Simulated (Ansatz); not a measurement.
Ansatz results at the PBE0-D4/def2-TZVP geometry: HOMO energy (PBE/def2-TZVPP) -5.24 eV; HOMO–LUMO gap (ωB97M-V/def2-TZVPP) 10.22 eV; HOMO energy (ωB97M-V/def2-TZVPP) -8.79 eV.

Each molecule was computed in one conformer, which needn't be the lowest.

Problem. Which molecule gave them?
A. `[OH][Ta]([F])([F])([F])[F]`
B. `C[N]=[Ta]([CH3])([OH])[N](C)C`
C. `[NH]=[Ta]([NH2])([NH2])[F]`
D. `[NH2][Ta](=[O])([OH])[OH]`

Solution. B. The others give `[NH2][Ta](=[O])([OH])[OH]`: -6.52, 11.35, -10.36; `[OH][Ta]([F])([F])([F])[F]`: -8.83, 13.76, -13.10; `[NH]=[Ta]([NH2])([NH2])[F]`: -6.04, 10.96, -9.77.
